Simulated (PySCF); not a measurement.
Si(Br)(Me)(OH)(NMe2) (C₃H₁₀BrNOSi), SMILES C[Si](Br)(N(C)C)O.

Geometry optimised at PBE0-D3(BJ)/def2-SVP. One conformer was computed; it need not be the lowest.

All values below come from TDA-ωB97X/def2-SVPD (PySCF 2.14.0).

Vertical excitations. Gas-phase values at a fixed geometry.

Computed UV-visible absorptions:
```csv
state,energy (eV),λ (nm),f,main pairs
S1,6.73,184,0.011,"HOMO→LUMO 60 %, HOMO→LUMO+2 13 %"
S2,7.39,168,0.022,"HOMO→LUMO+1 25 %, HOMO→LUMO+2 16 %, HOMO→LUMO 13 %, HOMO→LUMO+5 12 %"
S3,7.50,165,0.197,"HOMO→LUMO+2 31 %, HOMO→LUMO+1 16 %, HOMO→LUMO+4 10 %, HOMO→LUMO+9 10 %"
S4,7.74,160,0.074,"HOMO−1→LUMO 50 %, HOMO−1→LUMO+2 23 %"
S5,7.85,158,0.036,"HOMO→LUMO+3 50 %, HOMO→LUMO+1 11 %"
S6,8.00,155,0.115,"HOMO−2→LUMO 43 %, HOMO−2→LUMO+2 16 %, HOMO−2→LUMO+1 7 %"
T1,6.59,188,0,"HOMO→LUMO 45 %, HOMO→LUMO+9 20 %, HOMO→LUMO+1 17 %"
T2,6.89,180,0,"HOMO→LUMO+2 49 %, HOMO→LUMO 16 %"
```
Triplets are in the Tamm–Dancoff approximation.
